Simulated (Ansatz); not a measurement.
Species: C₆H₈, charge 0, multiplicity 1. SMILES: CC1=CC=CC1
Structure (B3LYP-D3(BJ)/def2-TZVP (Ansatz, a first-principles code) minimum search):
```xyz
14

C      2.1773    -0.0375     0.0303
C      0.6888    -0.0542    -0.0370
C     -0.1033    -0.7733    -0.8541
C     -1.5091    -0.4754    -0.5727
C     -1.5839     0.4277     0.4184
C     -0.1915     0.7831     0.8552
H      2.6126    -0.7170    -0.7030
H      2.5365    -0.3347     1.0205
H      2.5753     0.9641    -0.1600
H      0.2380    -1.4692    -1.6086
H     -2.3453    -0.9224    -1.0919
H     -2.4805     0.8464     0.8497
H     -0.0223     0.5573     1.9149
H      0.0164     1.8533     0.7369
```

Computed values are from Ansatz. Cores are frozen in the correlated levels unless marked. Open shells are spin-unrestricted. No spin-orbit coupling. Non-relativistic. Basis-set limits of correlation are two-point, X^-3; Hartree-Fock from the larger set. [CCSD(T)-MP2]/basis is that difference in the basis named.

The Hartree-Fock reference is unstable (checked in the largest basis), which strains HF and MP2. 

Q: What is the dipole moment at CCSD(T)/aug-cc-pVDZ?

A: 0.62 D.

Q: What is the total energy at CCSD(T)/CBS(cc-pVTZ,cc-pVQZ)?

A: -233.0862 Eh.

Q: What is the atomisation energy De at CCSD(T)/CBS(cc-pVTZ,cc-pVQZ)?

A: 6169.2 kJ/mol.

Q: What is the T1 diagnostic at CCSD/cc-pVQZ?

A: 0.011.

Q: What is the vertical ionisation energy (to the doublet) at RI-MP2/CBS(aug-cc-pVTZ,aug-cc-pVQZ)+[CCSD(T)-MP2]/aug-cc-pVTZ?

A: 8.40 eV.
